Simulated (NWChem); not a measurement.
# H₂TeSe₂; SMILES [SeH][Te][SeH]

```xyz
5

Te     0.0000     0.0000     0.8928
Se    -2.0322    -0.0195    -0.6588
H     -2.1298     1.4601    -0.8142
Se     2.0322     0.0195    -0.6588
H      2.1298    -1.4601    -0.8142
```
Atoms are numbered in this order, from 1.

Results from NWChem. Geometry: optimised at PBE-D3(BJ)/def2-SVP. def2 effective core potentials on Te; no spin-orbit coupling. Ions are spin-unrestricted doublets at the neutral geometry; other ion states weren't tried.

For level B3LYP/def2-SVP:

* **−ε(HOMO) (eV)**: 6.41

How do the values read with level BHandHLYP/def2-SVP instead?


- −ε(HOMO) (eV) = 7.60
